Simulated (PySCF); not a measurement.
## Structure elucidation problem

The spectra below were simulated for a compound C9H7F3.

1H NMR (500 MHz, computed): δ 7.64 (m, 1H), 6.87 (m, 1H), 6.32 (d, 1H), 5.76 (m, 1H), 5.67 (m, 1H), 5.35 (m, 1H), 5.31 (m, 1H).

13C{1H} NMR (computed): δ 152.3 (CH), 151.9 (C), 150.6 (C), 146.0 (C), 140.3 (CH), 129.8 (C), 128.1 (CH2), 125.8 (CH), 104.2 (CH2).

Theoretical values (PySCF 2.14): coordinates at the GFN2-xTB level, shielding tensors at PBE0/pcSseg-1 (GIAO). Non-relativistic, gas phase, rapidly exchanging positions averaged, one conformer.

Scale: TMS for 1H (σ = 31.72 ppm) and 13C (σ = 186.93 ppm) (reference shieldings calculated alike).

Which of these isomers gave the spectra?
A. C=C(F)/C=C1/C(=C)C(F)=C1CF
B. C=C/C=C1\C=C(C(F)(F)F)C1=C
C. C=C(c1ccccc1)C(F)(F)F

Results:

B. 

1. The formula gives 5 degrees of unsaturation (1 ring in the answer).
2. 9 carbon signals for 9 carbons: no two carbons are equivalent.
3. Carbon types of the structure: 4 × C, 3 × CH, 2 × CH2, which accounts for all hydrogens.
4. δC 152.3, 140.3, 125.8: alkene CH; the olefinic region.
5. δC 151.9, 150.6, 146.0: fully substituted alkene carbon; as expected for a trigonal carbon in a double bond.
6. δC 129.8: CF3 carbon; 3 electronegative neighbours deshield it.
7. δC 128.1, 104.2: terminal =CH2 carbon; as expected for a trigonal carbon in a double bond.
8. δH 5.76, 5.67, 5.35, 5.31: hydrogen on a terminal =CH2 carbon; a vinylic proton, deshielded by the sp2 carbon and the C=C anisotropy.

The others: C=C(F)/C=C1/C(=C)C(F)=C1CF would give 6 signals for carbon-bound and other non-exchanging H, not 7; C=C(c1ccccc1)C(F)(F)F would give 7 carbon signals, not 9.

Splittings by 19F in the carbon and heteronuclear signals aren't shown, as no couplings were computed. Shifts are as computed. Against solution values, carbons near 30 ppm lie about +3 ppm off and those near 130 ppm about +5 ppm. Of 1211 compounds with measured shifts, 218 miss one by over three times the rms of a fit or turn the order of signals round; such compounds aren't used in these exercises. Multiplicities follow the n + 1 count of equivalent neighbours, as no J values were calculated; m marks all less simple cases, F and P coupling included.
